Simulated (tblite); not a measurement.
C₆H₅F₂O₂ (doublet state).
Numbering: `[C:1]#[C:2][C@@H:3]1[CH2:4][O:5][C@H:6]([F:7])[O:8][C@@H:9]1[F:10]` (hydrogens: H11 on C3; H12, H13 on C4; H14 on C6; H15 on C9)
Bond orders are those of one Lewis drawing.

Computed with GFN2-xTB (tblite), gas phase: L-BFGS steps from a force-field or distance-geometry start until the largest atomic force falls under 0.01 eV/Å.

Step 37: E = -893.2469 eV
```
atom  x, y, z in Å  |  force x, y, z in eV/Å
C1      3.3710    0.2359   -0.6562   -0.066  -0.010  -0.002
C2      2.2666    0.1967   -0.2021   -0.113   0.025   0.122
C3      0.9285    0.2476    0.3918   -0.135   0.006  -0.026
C4      0.2568   -1.1303    0.4094   -0.038  -0.073  -0.044
O5     -1.0572   -0.9948    0.9561   -0.004  -0.058   0.017
C6     -1.8417   -0.2016    0.1777    0.119   0.026   0.065
F7     -2.0313   -0.8112   -1.0418   -0.082   0.074   0.023
O8     -1.3374    1.0708   -0.0083   -0.028   0.032   0.012
C9     -0.0089    1.1559   -0.4262   -0.033   0.076  -0.071
F10     0.0708    0.8289   -1.7531    0.058  -0.038  -0.013
H11     0.9877    0.6496    1.4117    0.023  -0.046  -0.077
H12     0.7844   -1.8454    1.0363    0.001   0.001   0.093
H13     0.1809   -1.5198   -0.6107    0.097  -0.058  -0.063
H14    -2.8347   -0.0891    0.6417    0.165  -0.047  -0.024
H15     0.2599    2.2146   -0.3482    0.036   0.089  -0.011
```

Step 38: E = -893.2517 eV
```
atom  x, y, z in Å  |  force x, y, z in eV/Å
C1      3.3668    0.2377   -0.6502    0.037  -0.005  -0.042
C2      2.2639    0.2015   -0.1950   -0.102   0.017   0.109
C3      0.9254    0.2484    0.3899   -0.166  -0.048  -0.050
C4      0.2592   -1.1310    0.4041   -0.039  -0.125   0.015
O5     -1.0554   -0.9993    0.9501    0.004  -0.048   0.063
C6     -1.8414   -0.2010    0.1796    0.162   0.044   0.055
F7     -2.0419   -0.8075   -1.0371   -0.093   0.039  -0.049
O8     -1.3357    1.0705   -0.0117   -0.040   0.066   0.038
C9     -0.0078    1.1558   -0.4300   -0.040   0.083  -0.046
F10     0.0732    0.8244   -1.7548    0.055  -0.018  -0.041
H11     0.9774    0.6452    1.4082    0.032   0.007   0.030
H12     0.7883   -1.8426    1.0374   -0.028   0.029   0.038
H13     0.1856   -1.5231   -0.6146    0.101  -0.060  -0.074
H14    -2.8284   -0.0851    0.6515    0.114  -0.042  -0.005
H15     0.2664    2.2140   -0.3492    0.002   0.063  -0.040
```

Q: Estimate the geometry and energy of step 39. (The exact step hangs on the optimiser's Hessian estimate; all steps are aligned on step 38, rigid shifts and turns removed.)

A: E = -893.2580 eV, largest force 0.153 eV/Å
```
atom  x, y, z in Å  |  force x, y, z in eV/Å
C1      3.3672    0.2453   -0.6336    0.110  -0.001  -0.065
C2      2.2653    0.2120   -0.1776   -0.125   0.003   0.088
C3      0.9183    0.2479    0.3852   -0.084  -0.071  -0.012
C4      0.2633   -1.1358    0.3929   -0.043  -0.130   0.040
O5     -1.0520   -1.0104    0.9374   -0.008   0.011   0.076
C6     -1.8409   -0.1986    0.1848    0.121   0.025   0.007
F7     -2.0763   -0.8034   -1.0285   -0.060   0.060  -0.035
O8     -1.3331    1.0708   -0.0202   -0.043   0.055   0.065
C9     -0.0056    1.1559   -0.4396   -0.041   0.061  -0.005
F10     0.0791    0.8156   -1.7608    0.040   0.014  -0.065
H11     0.9579    0.6381    1.4052    0.023   0.040   0.078
H12     0.7934   -1.8394    1.0366   -0.039   0.034  -0.023
H13     0.1985   -1.5302   -0.6260    0.088  -0.055  -0.050
H14    -2.8164   -0.0742    0.6789    0.112  -0.045  -0.024
H15     0.2769    2.2141   -0.3566   -0.050   0.001  -0.077
```

The energy changes by -0.0063 eV. The first-order estimate −F·Δx gives -0.0096 eV and the mean of the old and new forces, exact on a quadratic surface, -0.0064 eV. The step makes an angle of 72° with the force vector and moves no atom by more than 0.036 Å.

The cost below is that of the whole relaxation. On an Arm Neoverse V2 with one thread, shared host with 192 logical CPUs at a one-minute load of 86, this took 0.32 s.
